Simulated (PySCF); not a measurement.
**Peak assignment**

Atoms are numbered as in `[SiH3:1][CH2:2][O:3][SiH2:4][O:5][SiH2:6][Cl:7]`. Hydrogens are named by the atom that carries them.

Method: geometry from GFN2-xTB, GIAO PBE0/pcSseg-1 shieldings, in PySCF (gas phase, one averaged value for each set of equivalent atoms, no relativistic terms, one computed conformer).

Shifts are taken against calculated references (same method and geometry level): TMS for ¹H.

Question: Assign these signals to the numbered atoms. ¹H NMR (400 MHz, computed): δ 5.47 (s, 2H), 4.97 (s, 2H), 4.00 (m, 3H), 3.93 (m, 2H).

Answer: 
```tsv
δ (ppm)	atoms	environment	reason
5.47	H(Si6)	hydrogen on a silicon bonded to Cl, O	–
4.97	H(Si4)	hydrogen on a silicon bonded to 2 O	–
4.00	H(Si1)	hydrogen on a silicon bonded to C	–
3.93	H(C2)	hydrogen on an sp3 CH2 bonded to O and Si	its carbon carries O, which withdraws density
```

H(Si1) and H(C2) lie closer than the usual error of such a calculation, so a measured spectrum could show them in the other order.

No couplings were computed; multiplicities are counted from neighbouring protons, with m where these are inequivalent, close in shift, in a saturated or five-membered ring or joined by F or P, and br s for small geminal =CH2 splittings.
